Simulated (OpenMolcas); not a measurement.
# Which level was it?

The species is BCl3 (4 atoms), meant as a singlet with charge 0. SMILES: `ClB(Cl)Cl`. The coordinates come from a PBE0-D4/def2-TZVP relaxation.

```csv
atom,x (Å),y (Å),z (Å)
Cl,-0.2579,0.5164,1.6383
B,0.0000,0.0000,0.0000
Cl,0.9420,-1.4231,-0.3240
Cl,-0.6841,0.9066,-1.3143
```

Orbital energies are those of the mean-field step.

A calculation with OpenMolcas 26.06 gave:

```json
{
 "total energy": "-1405.5988 Eh",
 "dipole moment": "0.00 D",
 "HOMO energy": "-10.45 eV",
 "LUMO energy": "-0.68 eV",
 "HOMO–LUMO gap": "9.77 eV",
 "largest force": "0.109 eV/Å"
}
```

Problem. Which of these levels gave the numbers?
A. BHLYP/6-311+G**
B. CCSD(T)/6-311+G** (Cholesky decomposition)
C. HF/STO-3G
D. PBE/6-311+G**

Solution. A. The others give -1388.2278 Eh (HF/STO-3G), -1405.0110 Eh (PBE/6-311+G**), -1403.8924 Eh (CCSD(T)/6-311+G** (Cholesky decomposition)).
